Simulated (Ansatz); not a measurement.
Input file for Ansatz (a program for electronic structure): U-wB97X-V/cc-pVTZ on C2H6GeO3 (SMILES C=[CH][Ge]([OH])([OH])[OH]), a point of a bond scan (R = 1.925 Å).

Ansatz 0.2 input:
```yaml
crystal:
  periodic: [false, false, false]
  atoms:
    - {symbol: C, position_ang: [2.53337234, -0.13959208, 0.58777438]}
    - {symbol: C, position_ang: [1.65818491, 0.02689537, -0.39770393]}
    - {symbol: Ge, position_ang: [-0.24090069, 0.00808680, -0.08244770]}
    - {symbol: O, position_ang: [-0.45056536, -0.13095780, 1.68087668]}
    - {symbol: O, position_ang: [-1.11120563, 1.44032011, -0.70160870]}
    - {symbol: O, position_ang: [-1.08091844, -1.31788268, -0.91219900]}
    - {symbol: H, position_ang: [2.21523327, -0.30054098, 1.61076999]}
    - {symbol: H, position_ang: [3.60293289, -0.12305785, 0.40639714]}
    - {symbol: H, position_ang: [1.99877544, 0.18494308, -1.41525923]}
    - {symbol: H, position_ang: [-1.30004712, -0.51668242, 1.91876067]}
    - {symbol: H, position_ang: [-0.96260331, 2.23087179, -0.17271255]}
    - {symbol: H, position_ang: [-1.85329713, -0.98996833, -1.38660390]}
basis:
  gaussian:
    orbitals: cc-pVTZ
hamiltonian:
  xc: {name: wB97X-V}
magnetization: {spin_polarized: true, initial_magnetization: 0}
```

The head of its log:

```
WARN ansatz: RAYON_NUM_THREADS=4 ignored (pool sized by the plan → 4); use --threads N
Functional definition: wB97X-V
integrals: 0.35 GiB planned
1596 factors; their error is unknown
integrals: 0.39 GiB planned
356 factors; integrals over basis functions are off by at most 7.2e-6 eV
mean field: 4.11 GiB planned
mean field evaluation 1: about -64818.8957 eV, gradient 5.7e1 eV
mean field evaluation 2: about -64818.6082 eV, gradient 6.0e1 eV
```

**Question.** Predict the final total energy.

**Answer.** -2382.4354 hartree.
